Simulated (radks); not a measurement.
Question: As II, 32 electrons, occupied as [Ar] 3d10 4s2 4p2 (the NIST ground configuration). Calculated with a radial shooting solver on a logarithmic mesh with Libxc functionals: Dirac Kohn-Sham, LDA (Slater exchange, Perdew-Wang correlation), spin-unpolarised, spherical densities, finite nucleus; open shells are shared between the two j in proportion to 2j + 1; Fermi nuclear charge, rms radius 4.0968 fm.

Spin-orbit splittings of the eigenvalues, e(l+1/2) - e(l-1/2), with zeta = 2 splitting/(2l+1) and mean radii in bohr:

shell  occ.  splitting (eV)  zeta (eV)  <r> j=l-1/2  <r> j=l+1/2
2p        6           36.49      24.33       0.1748       0.1785
3p        6           5.036      3.358       0.6106       0.6214
3d       10               ?          ?       0.6750       0.6797
4p        2          0.3457     0.2305        2.277        2.315

Estimate the 3d splitting.

Answer: 0.7314 eV (zeta = 0.2926 eV).
